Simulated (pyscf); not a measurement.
`[OH][Nb]([F])([F])([F])[Cl]`, singlet

Gas-phase minimum from PySCF at ωB97X-D3(BJ)/def2-SVP, one conformer. 

```xyz
7

O     -1.3183    -0.3256    -1.1418
Nb    -0.3166     1.2245    -1.2942
F      0.4340     0.9285     0.3651
F      0.5988     2.8571    -1.2976
F     -1.8484     2.2083    -1.5964
Cl     0.8544     0.5027    -3.1119
H     -1.8642    -1.1040    -1.0085
```

Bonds (Å): O1–Nb2 1.852, O1–H7 0.960, Nb2–F3 1.845, Nb2–F4 1.872, Nb2–F5 1.845, Nb2–Cl6 2.280. Angles (°): Nb2–O1–H7 176.1, O1–Nb2–F3 90.7, O1–Nb2–F4 174.2, O1–Nb2–F5 90.6, O1–Nb2–Cl6 94.5, F3–Nb2–F4 86.7, F3–Nb2–F5 124.8, F3–Nb2–Cl6 117.2, F4–Nb2–F5 86.6, F4–Nb2–Cl6 91.3, F5–Nb2–Cl6 117.7.

Properties at ωB97X-D3(BJ)/def2-SVP:

- Harmonic wavenumbers, unscaled = 57, 94, 160, 194, 204, 290, 304, 416, 418, 491, 666, 732, 745, 800, 3989 cm⁻¹
- Zero-point energy = 13.7 kcal/mol
- Rotational symmetry number = 1
- Entropy of this conformer at 298 K and 1 atm, rigid rotor and harmonic oscillator, modes under 100 cm⁻¹ raised to 100 = 378.5 J/(mol K)
- Dipole moment = 3.60 D

Single-point totals, which compare only within one level:

```json
[
 {"level": "ωB97X-D3(BJ)/def2-TZVP", "total energy (hartree)": "-893.06925"},
 {"level": "PBE/def2-TZVP", "total energy (hartree)": "-892.51635"},
 {"level": "r²SCAN/def2-TZVP", "total energy (hartree)": "-892.88499"},
 {"level": "B3LYP-D3(BJ)/def2-TZVP", "total energy (hartree)": "-893.06976"},
 {"level": "PBE0-D3(BJ)/def2-TZVP", "total energy (hartree)": "-892.49595"},
 {"level": "M06-2X/def2-TZVP", "total energy (hartree)": "-892.74978"},
 {"level": "ωB97M-D3(BJ)/def2-TZVP", "total energy (hartree)": "-893.08422"}
]
```

Soft torsions are taken as harmonic, which can shift the entropy by several J/(mol K). Elements past Kr carry the def2 core potentials, without spin-orbit coupling.
